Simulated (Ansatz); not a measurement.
Consider the atomization: `[SiH3]P[NH][SbH2]` → 7 H• + N• + P• + Sb• + Si•.

Isolated molecules relaxed with PBE0-D4/def2-TZVP in Ansatz; ΔE leaves out vibrations. CCSD(T)/CBS adds triple-zeta CCSD(T) − MP2 to the extrapolated MP2 energy (def2 sets, frozen cores). This one scheme is used for every species, atoms too. For atomizations the MP2-based limit and the directly extrapolated one differ by several kJ/mol either way, and by 10 to 25 for some Ge, Se and Sn compounds, so smaller differences from it don't rank the levels. DFT in def2-TZVPP. Open shells (•) are unrestricted, without spin–orbit coupling. Spin–orbit coupling would lower the free atoms: a little for Si. Elements past krypton have def2 core potentials. Bonds to Sb are less sure, by a few kJ/mol each and by 10 to 20 or more in all where they break to atoms, as the def2 sets lack core-valence functions. Each species was taken in one conformer, which may not be the lowest.

`[SiH3]P[NH][SbH2]`:

Cartesian coordinates in Å:
```
Si -0.381 -0.517 -1.964
P -1.094 0.916 -0.376
N 0.225 0.927 0.707
Sb 0.876 -0.650 1.826
H 0.603 0.186 -2.829
H -1.556 -0.925 -2.780
H 0.275 -1.733 -1.407
H -2.008 -0.013 0.212
H 0.360 1.835 1.125
H 2.411 0.041 2.152
H 0.290 -0.066 3.334
```

```
  level  ΔE (kJ/mol)
BLYP-D4       3019.2
 revPBE       2865.4
```

What does CCSD(T)/CBS give? (Estimate.)

Ansatz gave: +2987.5 kJ/mol. The listed levels differ from it by 31.7, -122.1 kJ/mol.

What do rigid-rotor, harmonic-oscillator terms from PBE0-D4/def2-TZVP frequencies (298.15 K, 1 bar) make of the CCSD(T)/CBS value? (Best estimate.)

The calculation gave: ΔZPE = -168.3 kJ/mol, ΔH = +2863.0 kJ/mol, ΔS = 1077 J/(mol·K), ΔG = +2542.0 kJ/mol. Open shells count their whole term as degenerate. Modes under 50 cm⁻¹ make the entropy rough.

Largest T1 diagnostic among the species: 0.014.

From BLYP to BHLYP (50 % exact exchange), in def2-TZVPP and without D4, ΔE moves by −61.1 kJ/mol: exact exchange takes away binding that semilocal exchange gives to molecules. At CCSD(T), def2-SVP lies −330.9 kJ/mol from the extrapolated value and def2-TZVPP −115.5 kJ/mol: correlation converges slowly with the basis, and small sets miss more of it in the bonded molecule than in its fragments. In def2-TZVPP, CCSD(T) changes the Hartree–Fock value by +916.7 kJ/mol (the triples alone add +49.1 kJ/mol) and MP2 by +872.2 kJ/mol; breaking electron pairs costs correlation energy, which Hartree–Fock lacks.
